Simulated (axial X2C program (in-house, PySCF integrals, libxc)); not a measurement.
Density and ELF of ScO

All values were computed with an axial X2C code built on PySCF integrals. Two-component (2c) means X2C with spin–orbit coupling and atomic mean-field two-electron Coulomb and Gaunt terms. Basis: Sc dyall-cv3z [10s11p7d5f2g], O dyall-av3z [7s6p3d2f] (cores contracted in-house); Gaussian nuclei, density fitting, unrestricted open shells. Masses: Sc 44.956 u, O 15.995 u.

PBE0, with spin–orbit coupling, state Ω = 1/2 (⟨Sz⟩ = 0.50, ⟨Lz⟩ = 0.00 at PBE0); Sc at z = 0, O at z = 1.646 Å.

The maps cover the half plane through the axis: z from -2.4 to 3.6 Å along the bond, ρ from 0.15 to 2.25 Å away from it.

log10 of the density in e/bohr³:

```
 ρ\z  -2.4  -1.8  -1.2  -0.6   0.0   0.6   1.2   1.8   2.4   3.0   3.6
0.15  -2.8  -2.4  -1.7  -0.3   1.4  -0.3  -0.2   0.2  -0.9  -2.2  -3.2
0.45  -2.9  -2.4  -1.8  -0.7   0.0  -0.7  -0.6  -0.3  -1.2  -2.3  -3.3
0.75  -2.9  -2.5  -2.1  -1.2  -0.7  -1.2  -1.0  -0.9  -1.6  -2.5  -3.5
1.05  -3.0  -2.6  -2.3  -1.8  -1.5  -1.7  -1.5  -1.5  -2.0  -2.8  -3.7
1.35  -3.1  -2.7  -2.4  -2.2  -2.1  -2.2  -2.0  -2.1  -2.5  -3.1  -3.9
1.65  -3.3  -2.9  -2.6  -2.4  -2.4  -2.5  -2.5  -2.6  -2.9  -3.5  -4.2
1.95  -3.4  -3.1  -2.8  -2.7  -2.7  -2.8  -2.9  -3.0  -3.3  -3.9  -4.5
2.25  -3.6  -3.3  -3.0  -2.9  -2.9  -3.1  -3.2  -3.4  -3.7  -4.2  -4.8
```

Electron localisation function (collinear form, no current term, damped to 0 at low density):

```
 ρ\z  -2.4  -1.8  -1.2  -0.6   0.0   0.6   1.2   1.8   2.4   3.0   3.6
0.15  0.92  0.58  0.20  0.89  0.85  0.71  0.81  0.11  0.85  0.44  0.07
0.45  0.92  0.66  0.14  0.76  0.75  0.49  0.81  0.83  0.80  0.38  0.05
0.75  0.92  0.79  0.14  0.35  0.79  0.18  0.74  0.81  0.67  0.28  0.03
1.05  0.89  0.89  0.34  0.10  0.22  0.07  0.60  0.64  0.45  0.16  0.01
1.35  0.83  0.94  0.73  0.23  0.09  0.07  0.40  0.42  0.24  0.07  0.00
1.65  0.67  0.94  0.92  0.69  0.26  0.12  0.22  0.22  0.10  0.02  0.00
1.95  0.40  0.89  0.95  0.89  0.57  0.18  0.11  0.09  0.03  0.00  0.00
2.25  0.14  0.69  0.91  0.90  0.71  0.21  0.06  0.03  0.01  0.00  0.00
```

Axial spin density in 10⁻³ e/bohr³:

```
 ρ\z  -2.4  -1.8  -1.2  -0.6   0.0  0.6   1.2    1.8   2.4   3.0  3.6
0.15   1.3   2.8   2.1  19.8  24.8  8.6  -3.8  -11.4  -1.1  -0.1  0.0
0.45   1.2   2.8   2.8   2.0  -0.8  1.2  -1.6   -3.4  -0.6  -0.1  0.0
0.75   1.1   2.6   3.6   2.2   2.5  1.3  -0.2   -0.7  -0.2   0.0  0.0
1.05   0.9   2.2   3.9   4.6   4.8  2.2   0.4   -0.1  -0.1   0.0  0.0
1.35   0.7   1.8   3.3   4.6   4.4  2.1   0.6    0.1   0.0   0.0  0.0
1.65   0.5   1.3   2.4   3.4   3.1  1.6   0.5    0.1   0.0   0.0  0.0
1.95   0.4   0.8   1.6   2.2   1.9  1.0   0.4    0.1   0.0   0.0  0.0
2.25   0.2   0.5   1.0   1.3   1.1  0.6   0.2    0.1   0.0   0.0  0.0
```

The state is one determinant whose occupation by symmetry is held fixed; it was picked as the lowest of a PBE0 search that is not exhaustive. Density functionals use the spin component along the axis (collinear).
